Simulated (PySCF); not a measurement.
# Bond lengths and vibrations by method: BClGeH3O

These are calculations, not measurements. They come from PySCF 2.14.0, an open-source quantum chemistry program, on an isolated molecule that a program drew, which may never have been made. The molecule is BClGeH3O (charge 0, doublet), drawn as the SMILES string `O[BH][GeH][Cl]`.

The geometry was optimised and harmonic frequencies were computed with HF and MP2, all in the cc-pV(D+d)Z basis, for the commonest isotopes, with a restricted reference for singlets and an unrestricted one otherwise, and a frozen core in MP2. Germanium has the cc-pVDZ-PP basis, with a core potential (ECP10MDF) in place of its 10 inner electrons, and its 3s, 3p and 3d shells are frozen in MP2. Each result is a local minimum of its method.

Geometry at the HF minimum:
```xyz
7
BClGeH3O, angstrom
O    -2.0337   -2.3183   -2.3939
B    -1.9760   -1.0014   -2.6229
Ge   -2.5015    0.3121   -1.0935
Cl   -2.3907   -0.6156    0.8877
H    -1.8325   -2.8574   -3.1457
H    -1.7035   -0.5474   -3.7029
H    -1.6959    1.6117   -0.9746
```

Lengths of the bonds as drawn, in Å (atoms numbered as above):
| bond | HF | MP2 |
|---|---|---|
| O1-B2 | 1.338 | 1.356 |
| B2-Ge3 | 2.083 | 2.071 |
| Ge3-Cl4 | 2.190 | 2.183 |
| O1-H5 | 0.947 | 0.969 |
| B2-H6 | 1.203 | 1.210 |
| Ge3-H7 | 1.534 | 1.541 |

Rotational constants, in GHz:
| constant | HF | MP2 |
|---|---|---|
| A | 5.085 | 5.107 |
| B | 2.339 | 2.353 |
| C | 1.62 | 1.627 |

Harmonic frequencies in cm^-1, each column in rising order, so a row needn't be the same motion in every method:
| rank | HF | MP2 |
|---|---|---|
| 1 | 89 | 81 |
| 2 | 112 | 120 |
| 3 | 286 | 270 |
| 4 | 402 | 392 |
| 5 | 444 | 418 |
| 6 | 541 | 533 |
| 7 | 607 | 597 |
| 8 | 753 | 715 |
| 9 | 922 | 886 |
| 10 | 1041 | ? |
| 11 | 1252 | 1181 |
| 12 | 1409 | 1360 |
| 13 | 2202 | 2154 |
| 14 | 2685 | 2633 |
| 15 | 4141 | 3831 |

**Estimate the missing MP2 frequency from the HF column.**

A single factor s that minimises the squared misfit of MP2 against s times HF over the other rows is sum(HF x MP2) / sum(HF^2) = 0.9496, with an rms misfit of 40 cm^-1. For rank 10 it gives 0.9496 x 1041 = 989 cm^-1. The calculation gives 993 cm^-1, 4 cm^-1 above the estimate. The drawn bonds are on average 0.6 % longer in MP2 than in HF.
